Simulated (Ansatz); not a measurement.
Z-matrix (Å, degrees):
```
Sn
C 1 2.211
H 1 1.708 2 109.0
H 1 1.708 2 109.0 3 118.5
H 1 1.701 2 108.3 3 -120.8
O 2 1.197 1 122.2 3 120.5
H 2 1.117 1 118.0 3 -59.5
```

The species carries charge 0 and has multiplicity 1. Sn takes the def2 core potential.

**Question.** List the CAM-B3LYP/def2-TZVPP orbital energies in eV (Ansatz 0.2.0). (An estimate is asked.)

**Answer.** Computed: Occupied: -523.06, -281.58, -140.98, -95.87, -95.86, -95.85, -31.38, -30.05, -30.05, -30.02, -29.91, -29.90, -18.80, -16.40, -14.70, -13.12, -13.09, -10.79, -10.75, -8.19. Lowest empty: -0.29, 0.68, 1.49, 1.54, 1.97, 2.91, 3.33, 3.81.
